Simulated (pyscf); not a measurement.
`[SnH3][SnH3]` → `[SnH2]` [singlet] + `[SnH4]`, gas phase, singlet surface. Single points on ωB97X-D3(BJ)/def2-SVP structures (PySCF, gas phase). MP2 and CC: frozen core, UHF for open shells. ΔMP2 is the change of the MP2 total energy from the triple- to the quadruple-zeta basis. ΔG in kcal/mol from CCSD(T)/def2-TZVPP + ΔMP2(QZVPP) energies (ideal gas, 1 atm, RRHO with modes under 100 cm⁻¹ raised to 100, one conformer, R ln 2 for chiral ones without a mode under 150 cm⁻¹).

```json
[
 {"T (K)": "298", "ΔG": "+23.7"},
 {"T (K)": "600", "ΔG": "+14.2"},
 {"T (K)": "900", "ΔG": "?"},
 {"T (K)": "1200", "ΔG": "-3.3"}
]
```

Problem. Fit a line to the three values, predict ΔG at 900 K, and estimate where the reaction turns favourable at 1 atm of each gas.

Solution. Least squares gives ΔG = +32.4 − 29.8 × T/1000 K, so ΔS is about +125 J/(mol K) and ΔH about +32.4 kcal/mol over this range (ΔH at 298 K: +33.4). At 900 K the line gives +5.6; the computed value is +5.3. ΔG = 0 falls near 1090 K; 1 kcal/mol in the energy moves that by 34 K. This is thermodynamics alone and says nothing of the barrier. The CCSD(T) − MP2 part came from Ansatz, without density fitting, on the same reference. The frozen core leaves the outer d or s,p core shells of the metals and heavy elements correlated in the MP2 and CC values, and def2-TZVPP describes them poorly, which can shift differences by a few kcal/mol. Elements past Kr carry the def2 core potentials, without spin-orbit coupling.
